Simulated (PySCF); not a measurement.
B: excitation energy

B [He] 2s2 2p1 (2P) → B [He] 2s2 3s1 (2S), as a difference of total energies. Computed with PySCF 2.14 in aug-cc-pVTZ-DK, with scalar relativity by spin-free X2C-1e. Correlated levels: valence: 1s2 frozen. The calculations carry no spin-orbit coupling.

```tsv
method	excitation energy (eV)	error (eV)
UHF	5.037	+0.074
LDA	5.296	+0.333
PBE	5.296	+0.333
PBE0	5.309	+0.346
r2SCAN	5.537	+0.574
B97-3	5.380	+0.417
PBEsol	5.232	+0.269
M06-2X	4.982	+0.019
r2SCAN0	5.502	+0.539
MP2 (valence)	5.107	+0.144
SCS-MP2 (valence)	5.095	+0.132
```

Reference: 4.963 eV (measured; NIST levels, between the centres of gravity of the two terms).

Errors of the correlated levels include the incompleteness of this basis and the frozen core.

The promoted electron is Rydberg-like, and one or two diffuse shells describe it only roughly, which tends to raise the upper state.
